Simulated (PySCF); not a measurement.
## Calculated data, BFH₃NSi, AlH₃N₂Si

All values are calculated (PySCF 2.14.0). Calculation on a computer-drawn molecule: the log of a Hartree-Fock and frozen-core CCSD(T) single point meant for a local Hartree-Fock minimum, with one planted fault or none, to be diagnosed. Offsets are logged minus clean, where the clean run is the same molecule without the fault. The reference is restricted for singlets and unrestricted otherwise, and also for a bond in bohr or an excited solution. Adding or removing an electron swaps singlet and doublet. The excited solution moves the top pair (singlet) or top alpha electron (doublet) to the lowest empty orbital. Highest occupied and lowest empty are orbital energies over both spins, largest force is the largest gradient component, triples share is (T) over the correlation energy, the T1 limit is 0.02 restricted and 0.045 unrestricted, electrons count all cores, a negative frequency is imaginary (commonest isotopes), and the dipole is about the centre of nuclear charge.

Common to all runs: meant charge 0; meant multiplicity 1; meant basis cc-pV(D+d)Z; logged SCF converged yes; logged CC converged yes; logged SCF stable within its kind yes; possible faults no fault, one electron removed, one electron added, multiplicity raised by two, geometry at a saddle point, SCF held on an excited solution, minimal basis STO-3G, one bond length entered in bohr, all coordinates scaled.

(1) BFH₃NSi

Logged structure:
```xyz
7
BFH3NSi
N     -2.5588     0.9984     1.4244
Si    -2.2340     1.1700     3.0919
B     -0.4383     0.1211     3.1536
F     -0.4156    -1.1355     3.6178
H     -2.0184     0.5181     0.7298
H     -3.3845     1.3991     1.0196
H      0.6420     0.5701     2.8509
```

* logged electrons: 38
* logged basis functions: 80
* logged spin squared: 0
* logged highest occupied: -8.2027 eV
* logged lowest empty: 1.6887 eV
* logged largest force: 1.743e-05 hartree/bohr
* logged lowest frequency: 49.571 cm⁻¹
* logged T1 diagnostic: 0.018173
* logged D1 diagnostic: 0.05369
* logged triples share: 0.025789
* logged dipole magnitude: 2.4537 debye
* logged energy HF: -469.27907 hartree
* logged energy CCSD(T): -469.85055 hartree
* planted fault: no fault
* HF energy offset from clean run: 0 kcal/mol
* CCSD(T) energy offset from clean run: 0 kcal/mol

Drawn bonds:
| atom | other atom | order |
| --- | --- | --- |
| 1 | 2 | 1 |
| 2 | 3 | 1 |
| 3 | 4 | 1 |
| 1 | 5 | 1 |
| 1 | 6 | 1 |
| 3 | 7 | 1 |

(2) AlH₃N₂Si

Logged structure:
```xyz
7
AlH3N2Si
N     -0.7375    -0.1250     0.8506
Si    -0.1685     1.4927     0.7467
N     -1.6047     2.3889     0.6151
Al    -2.7398     3.5477     0.4750
H     -0.1166    -0.9065     0.9393
H     -1.7031    -0.3988     0.8321
H     -3.8299     4.6458     0.3417
```

- logged electrons: 43
- logged basis functions: 89
- logged spin squared: 0.7683
- logged highest occupied: -15.039 eV
- logged lowest empty: -5.0963 eV
- logged largest force: 0.098768 hartree/bohr
- logged T1 diagnostic: 0.025804
- logged D1 diagnostic: 0.099647
- logged triples share: 0.035806
- logged dipole magnitude: 1.9586 debye
- logged energy HF: -641.26843 hartree
- logged energy CCSD(T): -641.76387 hartree
- planted fault: one electron removed
- HF energy offset from clean run: 140.3 kcal/mol
- CCSD(T) energy offset from clean run: 162 kcal/mol

Drawn bonds:
| atom | other atom | order |
| --- | --- | --- |
| 1 | 2 | 1 |
| 2 | 3 | 1 |
| 3 | 4 | 2 |
| 1 | 5 | 1 |
| 1 | 6 | 1 |
| 4 | 7 | 1 |
